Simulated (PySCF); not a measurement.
## SMILES N1=CC=C2C=CC=C2C=C1, C9H7N

Molfile (atoms numbered from 1):
```
C9H7N
     RDKit          3D

 17 18  0  0  0  0  0  0  0  0999 V2000
   -2.5380    0.0119   -0.2570 C   0  0  0  0  0  0  0  0  0  0  0  0
   -1.7443    1.1660   -0.1564 C   0  0  0  0  0  0  0  0  0  0  0  0
   -0.4052    0.7650   -0.0542 C   0  0  0  0  0  0  0  0  0  0  0  0
    0.7108    1.5808    0.0642 C   0  0  0  0  0  0  0  0  0  0  0  0
    2.0604    1.2122    0.1688 C   0  0  0  0  0  0  0  0  0  0  0  0
    2.6427    0.0227    0.1840 N   0  0  0  0  0  0  0  0  0  0  0  0
    2.0712   -1.1690    0.1002 C   0  0  0  0  0  0  0  0  0  0  0  0
    0.7249   -1.5431   -0.0254 C   0  0  0  0  0  0  0  0  0  0  0  0
   -0.3984   -0.7320   -0.0970 C   0  0  0  0  0  0  0  0  0  0  0  0
   -1.7338   -1.1386   -0.2222 C   0  0  0  0  0  0  0  0  0  0  0  0
   -3.6257    0.0096   -0.3495 H   0  0  0  0  0  0  0  0  0  0  0  0
   -2.0966    2.1969   -0.1565 H   0  0  0  0  0  0  0  0  0  0  0  0
    0.5204    2.6596    0.0792 H   0  0  0  0  0  0  0  0  0  0  0  0
    2.7652    2.0503    0.2533 H   0  0  0  0  0  0  0  0  0  0  0  0
    2.7836   -2.0042    0.1364 H   0  0  0  0  0  0  0  0  0  0  0  0
    0.5442   -2.6227   -0.0724 H   0  0  0  0  0  0  0  0  0  0  0  0
   -2.0766   -2.1710   -0.2812 H   0  0  0  0  0  0  0  0  0  0  0  0
  1  2  2  0
  2  3  1  0
  3  4  2  0
  4  5  1  0
  5  6  2  0
  6  7  1  0
  7  8  2  0
  8  9  1  0
  9 10  2  0
 10  1  1  0
  9  3  1  0
  1 11  1  0
  2 12  1  0
  4 13  1  0
  5 14  1  0
  7 15  1  0
  8 16  1  0
 10 17  1  0
M  END
```

Theory: quadratic response CAM-B3LYP/aug-cc-pVDZ first hyperpolarisability, Taylor convention, gas phase in PySCF 2.14.0. Geometry: PBE0-D3(BJ)/def2-SVP.

Give the tensor of the static β(0;0,0) in the axes of these coordinates.

In au, Taylor convention; rows are the first index (the induced dipole):
|  | xx | yy | zz | xy | xz | yz |
| --- | --- | --- | --- | --- | --- | --- |
| x | -335.5 | +66.1 | +50.6 | -1.0 | -37.7 | +0.2 |
| y | -1.0 | +0.5 | +0.1 | +66.1 | +0.2 | +5.6 |
| z | -37.7 | +5.6 | +13.5 | +0.2 | +50.6 | +0.1 |

Norm of βᵢ = ⅓ Σⱼ (βᵢⱼⱼ + βⱼᵢⱼ + βⱼⱼᵢ): 219.7 au, hyper-Rayleigh value 129.7 au.
